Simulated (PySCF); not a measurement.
# Electronic structure of Kr (krypton, neutral) at the M06-L level

Configuration: [Kr], closed-shell 1S. All numbers are calculated (PySCF 2.14, a scalar-relativistic core potential, in aug-cc-pVDZ-PP with ECP10MDF (5s4p3d, 32 functions)).

| Property | Result |
| --- | --- |
| Total energy | -463.5768 hartree |
| One-electron energy | -808.6642 hartree |
| Hartree (Coulomb) energy | 378.4482 hartree |
| Exchange-correlation energy | -33.3608 hartree |
| ⟨S²⟩ | 0.0000 |
| ⟨L²⟩ | 0.000 |
| Sum of ⟨r⟩ | 24.64 bohr |
| Sum of ⟨r²⟩ | 38.56 bohr² |
| Time after the integrals | 0.5 s of wall time on 1 thread of Neoverse-V1 (shared host) |

```tsv
shell	electrons	mean orbital energy (eV)	rms radius, mean of both spins (bohr)
3s	2	-258.83	0.569
3p	6	-200.93	0.585
3d	10	-83.729	0.608
4s	2	-23.819	1.70
4p	6	-9.550	2.10
```

Energies and moments cover only the electrons outside the core potential.
